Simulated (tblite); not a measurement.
C₉H₉ (doublet state).
Bonds: C1–C2 (double), C2–C3, C2–C4, C4–C5 (aromatic), C5–C6 (aromatic), C6–C7 (aromatic), C7–C8 (aromatic), C8–C9 (aromatic), C4–C9 (aromatic). Hydrogens: H10, H11 on C1; H12, H13, H14 on C3; H15 on C6; H16 on C7; H17 on C8; H18 on C9.
Bond orders are those of one Lewis drawing.

Computed with GFN2-xTB (tblite), gas phase: L-BFGS steps from a force-field or distance-geometry start until the largest atomic force falls under 0.01 eV/Å.

The end geometry, which sets the zero of energy:
```
atom  x, y, z in Å
C1     -1.9659   -1.5370   -0.2342
C2     -1.4433   -0.3152   -0.2354
C3     -2.2704    0.9092   -0.4910
C4     -0.0258   -0.0482    0.0364
C5      0.3961    1.1603    0.5365
C6      1.6808    1.5028    0.8216
C7      2.6697    0.5503    0.5774
C8      2.3098   -0.6825    0.0604
C9      0.9888   -0.9858   -0.2078
H10    -3.0129   -1.6993   -0.4268
H11    -1.3820   -2.4163   -0.0241
H12    -1.9335    1.4033   -1.4019
H13    -3.3233    0.6603   -0.5923
H14    -2.1417    1.6138    0.3299
H15     1.9395    2.4717    1.2222
H16     3.7035    0.7824    0.7882
H17     3.0755   -1.4186   -0.1411
H18     0.7264   -1.9451   -0.6297
```

Question: These geometries come from the run, each turned onto the end geometry. Order them by energy, lowest first.
A.
```
atom  x, y, z in Å
C1     -1.9677   -1.5156   -0.1829
C2     -1.4435   -0.3016   -0.2296
C3     -2.3092    0.9069   -0.5247
C4     -0.0121   -0.0241    0.0459
C5      0.4076    1.1789    0.5802
C6      1.7066    1.4929    0.8408
C7      2.7053    0.5370    0.5661
C8      2.3346   -0.6914    0.0350
C9      1.0076   -0.9777   -0.2243
H10    -3.0234   -1.6881   -0.3667
H11    -1.3935   -2.4050    0.0673
H12    -1.8987    1.4793   -1.3566
H13    -3.3233    0.6139   -0.7927
H14    -2.3816    1.5616    0.3464
H15     1.9900    2.4560    1.2558
H16     3.7451    0.7582    0.7825
H17     3.1025   -1.4331   -0.1875
H18     0.7452   -1.9420   -0.6665
```
B.
```
atom  x, y, z in Å
C1     -1.9631   -1.5265   -0.1809
C2     -1.4470   -0.2841   -0.2334
C3     -2.2987    0.9039   -0.5203
C4     -0.0076   -0.0316    0.0439
C5      0.3863    1.1954    0.5863
C6      1.7210    1.4860    0.8390
C7      2.7063    0.5395    0.5660
C8      2.3471   -0.6911    0.0366
C9      1.0004   -0.9831   -0.2267
H10    -3.0321   -1.6892   -0.3681
H11    -1.3939   -2.4070    0.0679
H12    -1.9001    1.4792   -1.3589
H13    -3.3305    0.6146   -0.7948
H14    -2.3852    1.5624    0.3472
H15     1.9906    2.4622    1.2582
H16     3.7479    0.7576    0.7832
H17     3.1041   -1.4348   -0.1882
H18     0.7459   -1.9474   -0.6686
```
C.
```
atom  x, y, z in Å
C1     -1.9650   -1.5172   -0.1793
C2     -1.4437   -0.2965   -0.2253
C3     -2.2990    0.9009   -0.5239
C4     -0.0207   -0.0338    0.0398
C5      0.4202    1.1602    0.5565
C6      1.7111    1.4865    0.8405
C7      2.6961    0.5363    0.5736
C8      2.3166   -0.6800    0.0375
C9      0.9921   -0.9706   -0.2267
H10    -3.0130   -1.6833   -0.3686
H11    -1.3846   -2.3918    0.0645
H12    -1.8797    1.4790   -1.3450
H13    -3.3079    0.5910   -0.7878
H14    -2.3470    1.5543    0.3459
H15     1.9815    2.4482    1.2535
H16     3.7329    0.7611    0.7770
H17     3.0736   -1.4151   -0.1817
H18     0.7278   -1.9231   -0.6622
```
D.
```
atom  x, y, z in Å
C1     -1.9672   -1.5197   -0.1814
C2     -1.4427   -0.2976   -0.2263
C3     -2.3074    0.9034   -0.5249
C4     -0.0147   -0.0327    0.0427
C5      0.4226    1.1585    0.5688
C6      1.7145    1.4907    0.8419
C7      2.6952    0.5400    0.5691
C8      2.3298   -0.6864    0.0360
C9      0.9982   -0.9710   -0.2244
H10    -3.0150   -1.6859   -0.3662
H11    -1.3959   -2.3960    0.0646
H12    -1.8950    1.4798   -1.3520
H13    -3.3193    0.6080   -0.7915
H14    -2.3728    1.5589    0.3441
H15     1.9879    2.4496    1.2534
H16     3.7363    0.7589    0.7800
H17     3.0934   -1.4255   -0.1850
H18     0.7433   -1.9269   -0.6605
```
E.
```
atom  x, y, z in Å
C1     -1.9592   -1.5326   -0.1818
C2     -1.4457   -0.3079   -0.2268
C3     -2.2791    0.9045   -0.5167
C4     -0.0274   -0.0331    0.0377
C5      0.4044    1.1664    0.5499
C6      1.6939    1.4954    0.8332
C7      2.6757    0.5399    0.5717
C8      2.3058   -0.6816    0.0365
C9      0.9818   -0.9697   -0.2311
H10    -3.0038   -1.7125   -0.3735
H11    -1.3662   -2.3971    0.0651
H12    -1.8475    1.4687   -1.3421
H13    -3.2999    0.6297   -0.7687
H14    -2.2889    1.5568    0.3561
H15     1.9635    2.4575    1.2444
H16     3.7116    0.7609    0.7838
H17     3.0639   -1.4209   -0.1795
H18     0.7085   -1.9180   -0.6697
```

Answer: E (0.003 eV), C (0.010 eV), D (0.021 eV), A (0.056 eV), B (0.131 eV).

In the order of the answer:

```json
{"step": "23", "E above end (eV)": "0.003", "largest force (eV/Å)": "0.03", "rms force component (eV/Å)": "0.008", "rms distance from end (Å)": "0.074", "rms bond change (Å)": "0.000", "bond most changed (Å)": "C2–C4 +0.001"}
{"step": "7", "E above end (eV)": "0.010", "largest force (eV/Å)": "0.13", "rms force component (eV/Å)": "0.038", "rms distance from end (Å)": "0.086", "rms bond change (Å)": "0.002", "bond most changed (Å)": "C8–H17 -0.003"}
{"step": "3", "E above end (eV)": "0.021", "largest force (eV/Å)": "0.23", "rms force component (eV/Å)": "0.074", "rms distance from end (Å)": "0.089", "rms bond change (Å)": "0.004", "bond most changed (Å)": "C2–C3 +0.010"}
{"step": "1", "E above end (eV)": "0.056", "largest force (eV/Å)": "0.67", "rms force component (eV/Å)": "0.226", "rms distance from end (Å)": "0.091", "rms bond change (Å)": "0.010", "bond most changed (Å)": "C4–C9 +0.019"}
{"step": "0", "E above end (eV)": "0.131", "largest force (eV/Å)": "1.93", "rms force component (eV/Å)": "0.449", "rms distance from end (Å)": "0.093", "rms bond change (Å)": "0.015", "bond most changed (Å)": "C5–C6 +0.029"}
```

The cost below is that of the whole relaxation. Time: 0.39 s. Hardware: one thread of an Arm Neoverse V1, on a shared host.
